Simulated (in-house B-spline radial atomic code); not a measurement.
Al⁶⁺: [He] 2s2 2p3

Method: Dirac-Kohn-Sham LC-wPBE, spherical fractional occupations, Fermi nucleus of rms radius 3.061 fm. Calculated with a radial B-spline atomic code at the basis-set limit.

Z_r = [3n² - l(l+1)]/(2<r>); Z_e = n√(-2ε); the last column is Slater's effective charge. Values are occupation-weighted means over j.

```
shell  electrons   ε (eV)  <r> (bohr)    Z_r    Z_e  Slater
   1s          2    -1699      0.1199  12.51  11.17   12.70
   2s          2  -257.05      0.5675  10.57   8.69    9.90
   2p          3  -216.74       0.515   9.71   7.98    9.90
```

The least bound orbital is 2p3/2 at -216.5 eV, while the most diffuse is 2s1/2 (<r> = 0.5675 bohr against 0.5155 bohr): energy order and size order differ.

Spin-orbit splittings of the orbital energies (j = l + 1/2 above j = l - 1/2 when positive): 2p 0.5932 eV.

For the 1s electron the small component carries 0.212 % of the norm, the zero-frequency Breit interaction raises the level by 0.8519 eV, self-energy by 0.3702 eV, and vacuum polarisation lowers it by 0.02222 eV.

Caution: exact exchange at fractional occupations of open shells leaves self-interaction of up to several eV.
